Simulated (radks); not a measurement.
Results of a calculation; reference values are marked as such.
The iodine ion I2+ inside a hard spherical wall (all orbitals vanish at R), configuration held at [Kr] 4d10 5s2 5p3 and not refilled when levels cross. Code: a radial shooting solver on a logarithmic mesh with Libxc functionals. Model: scalar-relativistic Kohn-Sham, PBE, spin-polarised, spherical densities, point nucleus; open shells are filled with parallel spins first (spin-orbit coupling, left out, can overturn this in heavy ions). Eigenvalues in eV for spin up, with the zero of energy where the potential of the charges vanishes at infinity; a dash marks a level that is unbound or too diffuse for the functional's potential to be trusted. A positive occupied level is held by the wall or, in an anion where self-interaction has pushed it up, behind a barrier. The pressure on the wall is -dE/dV.

R (bohr)  E (hartree)  kinetic (hartree)    e(4p)    e(4d)    e(5s)    e(5p)  e(5d, empty)  e(6s, empty)  pressure (GPa)
free      -7115.32991           7468.945  -147.90  -70.607  -36.976  -25.488       -11.699       -11.300               0
20        -7115.32991           7468.945  -147.90  -70.607  -36.976  -25.488       -11.699       -11.300        < 0.0001
15        -7115.32991           7468.945  -147.90  -70.607  -36.976  -25.488       -11.699       -11.300        < 0.0001
10        -7115.32991           7468.945  -147.90  -70.607  -36.976  -25.488       -11.696       -11.283        < 0.0001
6         -7115.32752           7468.974  -147.81  -70.519  -36.911  -25.412       -11.141        -9.201           0.343
5         -7115.30917           7469.143  -147.37  -70.093  -36.594  -25.014        -9.796        -5.086            4.09
4         -7115.16594           7470.119  -145.39  -68.181  -35.029  -22.913        -5.137         7.529            48.7
3.5       -7114.87845           7471.710  -142.84  -65.740  -32.640  -19.668         0.775        22.409             174
3         -7114.08049           7475.479  -138.09  -61.231  -27.074  -12.275        12.730        51.002             669
2.5       -7111.73026           7485.269  -128.98  -52.513  -12.834    5.769        38.628        109.86            2960
